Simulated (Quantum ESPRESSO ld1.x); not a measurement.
Problem. Species: Pd43+. Configuration: [He] 2s1 (the NIST ground configuration). All-electron calculation, scalar-relativistic Kohn-Sham, LDA (Slater exchange, VWN5 correlation), spin-polarised, spherical densities, point nucleus; open shells are filled with parallel spins first. Program: ld1.x of Quantum ESPRESSO 7.5. Some entries of the table are withheld. Estimate them.

orbital,occ.,eigenvalue (hartree),<1/r> (bohr^-1),<r> (bohr)
1s up,1,-1038.00,48.39,0.03170
1s down,1,-1037.45,48.39,0.03169
2s up,1,(1),11.82,0.1291
2s down,0,(2),11.81,0.1292

Solution. 
(1) 2s up eigenvalue (hartree): -252.566
(2) 2s down eigenvalue (hartree): -250.158
